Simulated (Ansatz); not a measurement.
Coupled-cluster run, GaH7OSi2 (`[SiH3]O[SiH2][GaH2]`).

```yaml
crystal:
  periodic: [false, false, false]
  atoms:
    - {symbol: Si, position_ang: [-0.948631, 1.378047, 0.165338]}
    - {symbol: O, position_ang: [0.674502, 1.300071, 0.224070]}
    - {symbol: Si, position_ang: [1.562926, -0.113270, 0.044021]}
    - {symbol: Ga, position_ang: [-0.213930, -1.746594, -0.263462]}
    - {symbol: H, position_ang: [-1.428848, 2.190101, -0.976002]}
    - {symbol: H, position_ang: [-1.531070, 1.851209, 1.441817]}
    - {symbol: H, position_ang: [-1.472844, -0.037528, -0.056091]}
    - {symbol: H, position_ang: [2.491657, 0.077953, -1.104564]}
    - {symbol: H, position_ang: [2.409193, -0.274387, 1.258951]}
    - {symbol: H, position_ang: [-0.722505, -2.116274, -1.705128]}
    - {symbol: H, position_ang: [-0.820461, -2.509317, 0.971050]}
basis:
  gaussian: {orbitals: def2-TZVPP}
correlation: {method: ccsd_t}
output: {orbitals: {seedname: orbitals}}
```

```sh
$ ansatz run in.yaml --threads 4 --pin off --events-out ev --progress --plain --max-ram 10444MiB
```

The program prints (abridged):

```
Functional definition: HF
1535 factors; integrals over basis functions are off by at most 1.2e-3 eV
mean field evaluation 1: about -70206.1034 eV, gradient 3.9e1 eV
mean field evaluation 2: about -70206.3562 eV, gradient 3.9e1 eV
mean field evaluation 4: about -70210.0101 eV, gradient 3.9e0 eV
mean field evaluation 8: about -70210.0857 eV, gradient 2.4e-1 eV
mean field -70210.08586470 eV, -2580.1730654224 hartree, gradient 3.0e-6 eV, S^2 0.000000; 0 other end points of the search recorded, 0 dependent functions left out
20 core orbitals not correlated: weight in the atoms' cores, before any rotation towards them, 1.000 or more for the frozen orbitals, at most 0.000 for the correlated occupied ones
reference -70210.08586470 eV, -2580.1730654224 hartree; 17, 17 occupied and 224, 224 virtual orbitals, 1535 factors
second order -19.67528589 eV of doubles, -0.00000000 eV of singles
cycle   1  -20.05942314 eV  change   -3.8e-1 eV  update   1.2e-1
cycle   2  -20.77940445 eV  change   -7.2e-1 eV  update   3.7e-2
cycle   3  -20.91291331 eV  change   -1.3e-1 eV  update   1.8e-2
cycle   4  -20.89851269 eV  change    1.4e-2 eV  update   3.8e-3
cycle   5  -20.89768990 eV  change    8.2e-4 eV  update   1.5e-3
cycle   6  -20.89781662 eV  change   -1.3e-4 eV  update   4.2e-4
cycle   7  -20.89756081 eV  change    2.6e-4 eV  update   1.5e-4
cycle   8  -20.89753867 eV  change    2.2e-5 eV  update   5.9e-5
cycle   9  -20.89756879 eV  change   -3.0e-5 eV  update   2.7e-5
perturbative correction -0.75717834 eV, -0.0278257907 hartree
Total energy: -70231.74061183 eV, -2580.9688627012 hartree
```

It took 100 s on 4 threads of an Intel Xeon on a shared host, with 5.7 GiB of host memory at the peak.

Correlation energy per correlated electron: -0.637 eV. T1 diagnostic: 0.0132.
